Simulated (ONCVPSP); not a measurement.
**Building the ONCV potential for thulium (Tm) (PBE, scalar-relativistic).**

```
Element                 : Tm (Z = 69)
Generator               : ONCVPSP 4.0.1
Type                    : optimised norm-conserving Vanderbilt (ONCV)
Functional              : PBE
Relativity              : scalar-relativistic
Frozen core             : [Kr] 4d10
Valence charge          : 23
Reference configuration : 4f13 5s2 5p6 6s1.5 6p0.5
Partial waves           : 5s+6s: rc 1.60 bohr, ncon 3, nbas 6, qcut 9.6 1/bohr, 3 projectors, debl 0.4 Ha; 5p+6p: rc 2.30 bohr, ncon 4, nbas 7, qcut 6.3 1/bohr, 2 projectors; d scattering state at 0.23 Ha: rc 2.25 bohr, ncon 5, nbas 9, qcut 4.9 1/bohr, 3 projectors, debl 2.4 Ha; 4f: rc 0.75 bohr, ncon 4, nbas 8, qcut 26.1 1/bohr, 3 projectors, debl 1 Ha
Local potential         : polynomial inside 0.55 bohr (lpopt 5, dvloc0 -1 Ha)
Core correction         : none
```

Problem. Does this generation succeed?

Solution. No. ONCVPSP 4.0.1 stopped with "ERROR pspot: first pseudo wave function has node, program will stop": the optimised pseudo-wave of the first projector has a node, so the radial equation cannot be inverted for a potential. It happened in the s channel.
